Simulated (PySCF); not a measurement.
F₂GeH₂Se₂. Atoms are numbered in the order given.

```xyz
7

F     -0.1472     1.3570    -1.6368
Ge     0.0000     0.0000    -0.5624
F      0.1472    -1.3570    -1.6368
Se    -2.0035    -0.0038     0.6522
Se     2.0035     0.0038     0.6522
H     -1.4744    -1.0460     1.5550
H      1.4744     1.0460     1.5550
```

The structure is a stationary point at B3LYP-D3(BJ)/def2-SVP. One conformer was computed; it need not be the lowest.

Computed with CAM-B3LYP/def2-TZVP (PySCF).

ESP charges are fitted to the potential on shells at 1.4 to 2.0 van der Waals radii. Atomic charges (e):

```tsv
atom	Mulliken	IAO	ESP fit
F1	-0.36	-0.52	___
Ge2	0.90	1.21	___
F3	-0.36	-0.52	___
Se4	-0.23	-0.15	___
Se5	-0.23	-0.15	___
H6	0.14	0.07	___
H7	0.14	0.07	___
```

Problem. What belongs in the gaps? (The exact figures need the calculation; the answer reports its results.)

Solution. 
- F1, ESP fit: -0.19
- Ge2, ESP fit: 0.29
- F3, ESP fit: -0.19
- Se4, ESP fit: -0.06
- Se5, ESP fit: -0.06
- H6, ESP fit: 0.10
- H7, ESP fit: 0.10
